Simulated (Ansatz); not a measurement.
Ansatz (a program for electronic structure) input:

Ansatz 0.2 input:
```yaml
crystal:
  periodic: [false, false, false]
  atoms:
    - {symbol: C, position_ang: [-1.83513394, -0.27266269, -0.07148637]}
    - {symbol: C, position_ang: [-0.50767398, -0.24131229, -0.09446423]}
    - {symbol: C, position_ang: [0.77801518, -0.41262500, -0.20752340]}
    - {symbol: F, position_ang: [1.58085921, 0.68112272, 0.26249959]}
    - {symbol: H, position_ang: [-2.44293939, 0.09261690, -0.90007429]}
    - {symbol: H, position_ang: [-2.39603706, -0.66312145, 0.77842201]}
basis:
  gaussian:
    orbitals: def2-TZVP
hamiltonian:
  xc: b3lyp
  dispersion: d3bj
total_charge: -1
phonons: {temperatures: {t_min: 298.15, t_max: 298.15, t_step: 100}}
```

**Question.** Predict the final energy.

**Answer.** -215.36461 Eh (B3LYP-D3(BJ)/def2-TZVP). The basis has 136 functions. The run takes roughly 28 core-seconds.

It need not be the lowest isomer of its formula. Whether it binds its extra electron was not tested at this geometry.
